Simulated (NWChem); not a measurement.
System: BeSiH3Cl; SMILES [SiH3][Be][Cl]

```xyz
6

Be     0.0000     0.0000    -0.1617
Cl     0.0000     0.0000    -1.9849
Si     0.0000     0.0000     2.0076
H      0.5524    -1.2790     2.5588
H     -1.3839     0.1611     2.5588
H      0.8315     1.1179     2.5588
```
Atoms are numbered in this order, from 1.

Geometry: optimised at PBE0/def2-SVP.

Problem. List the 4 lowest vertical singlet excitations and the 4 lowest triplet ones from PBE0/def2-SVP, full TDDFT (NWChem).

Solution. 
```tsv
state	energy (eV)	oscillator strength	leading excitation (squared amplitude)
S1	6.09	0.078	HOMO → LUMO (0.96)
S2	6.09	0.078	HOMO → LUMO+1 (0.96)
S3	6.91	0.000	HOMO−2 → LUMO (0.43)
S4	6.99	0.002	HOMO−2 → LUMO+1 (0.37)
T1	4.62	spin-forbidden	HOMO → LUMO (0.98)
T2	4.62	spin-forbidden	HOMO → LUMO+1 (0.98)
T3	6.36	spin-forbidden	HOMO−1 → LUMO (0.25)
T4	6.54	spin-forbidden	HOMO−1 → LUMO (0.23)
```
